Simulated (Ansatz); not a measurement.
Computed with Ansatz on PBE0-D4/def2-TZVP structures; ΔE is electronic, products minus reactants. CCSD(T)/CBS adds triple-zeta CCSD(T) − MP2 to the extrapolated MP2 energy (def2 sets, frozen cores). DFT in def2-TZVPP. B3LYP here is the variant with VWN-RPA as its local correlation; programs differ in this. HSE06 is defined as in plane-wave codes. For Ge outer-core shells are correlated without core-valence functions, which leaves a few kJ/mol of doubt a bond. Scalar relativity is left out up to krypton. Each species was taken in one conformer, which may not be the lowest.

`C#[C][AlH][GeH3]` + `O[SiH](F)S` → `O[SiH](F)[S][GeH3]` + `C#[C][AlH2]`  (cleavage of the Ge–Al bond)

`C#[C][AlH][GeH3]`:

Cartesian coordinates in Å:
```
C 0.624 2.746 0.871
C 0.371 1.563 0.941
Al -0.030 -0.298 1.001
Ge -0.342 -1.497 -1.137
H 0.847 3.788 0.813
H -0.169 -0.992 2.416
H 0.580 -0.967 -2.251
H -0.091 -3.012 -1.010
H -1.790 -1.331 -1.643
```

`O[SiH](F)S`:

Z-matrix (Å, degrees):
```
Si
F 1 1.594
S 1 2.124 2 107.3
O 1 1.624 2 112.2 3 -119.5
H 1 1.470 2 107.1 3 123.8
H 3 1.344 1 93.3 2 34.3
H 4 0.959 1 118.6 2 71.2
```

`O[SiH](F)[S][GeH3]`:

```xyz
10

O     0.979    0.947   -0.986
Si    1.441   -0.382   -0.155
F     1.967    0.107    1.272
S    -0.206   -1.672    0.002
Ge   -1.801   -0.131    0.327
H     1.518    1.736   -0.907
H     2.565   -1.106   -0.779
H    -1.298    0.933    1.309
H    -2.967   -0.924    0.930
H    -2.198    0.491   -1.015
```

`C#[C][AlH2]`:

```xyz
6

C    -0.647   -1.596    0.636
C    -0.220   -0.543    0.217
Al    0.452    1.113   -0.444
H    -1.024   -2.523    1.006
H    -0.575    2.213   -0.926
H     2.015    1.336   -0.490
```

```tsv
level	ΔE (kJ/mol)	difference from CCSD(T)/CBS
LDA (SPW92)	-5.8	13.1
revPBE-D4	-16.1	2.8
BLYP-D4	-18.4	0.5
r2SCAN-D4	-16.2	2.7
B97M-V	-31.3	-12.4
PBE0-D4	-14.9	4.0
B3LYP-D4	-20.2	-1.3
r2SCANh-D4	-17.1	1.8
r2SCAN0-D4	-18.3	0.6
HSE06-D4	-14.7	4.2
BHLYP-D4	-25.9	-7.0
CAM-B3LYP-D4	-20.1	-1.2
ωB97X-V	-22.3	-3.4
ωB97M-V	-22.9	-4.0
B2PLYP	-18.4	0.5
PBE-QIDH	-19.8	-0.9
PBE	-6.1	12.8
revPBE	-5.2	13.7
BLYP	-8.3	10.6
r2SCAN	-15.2	3.7
PBE0	-10.8	8.1
B3LYP	-12.4	6.5
r2SCANh	-15.9	3.0
r2SCAN0	-17.0	1.9
HSE06	-10.8	8.1
BHLYP	-19.1	-0.2
CAM-B3LYP	-15.9	3.0
LC-ωPBE	-15.5	3.4
RPA@PBE/def2-TZVPP	-19.7	-0.8
MP2/def2-SVP	-30.3	-11.4
CCSD/def2-SVP	-23.1	-4.2
HF/def2-TZVPP	-27.8	-8.9
SCS-MP2/def2-TZVPP	-27.0	-8.1
CCSD/def2-TZVPP	-18.3	0.6
CCSD(T)/def2-TZVPP	-18.9	0.0
MP2/def2-QZVPP	-27.1	-8.2
SCS-MP2/def2-QZVPP	-27.3	-8.4
HF/CBS(def2)	-27.9	-9.0
MP2/CBS(def2)	-27.1	-8.2
CCSD/CBS(def2)	-18.4	0.5
CCSD(T)/CBS	-18.9	0
```

Largest T1 diagnostic among the species: 0.013.

Leaving LDA and LC-ωPBE aside and taking each functional with its dispersion term where it has one, the values, not all of them listed here, spread over 20.4 kJ/mol, from B97M-V to PBE-D4. From PBE to PBE0 (25 % exact exchange), in def2-TZVPP and without D4, ΔE moves by −4.7 kJ/mol. At CCSD(T), def2-SVP lies −4.5 kJ/mol from the extrapolated value and def2-TZVPP +0.0 kJ/mol.
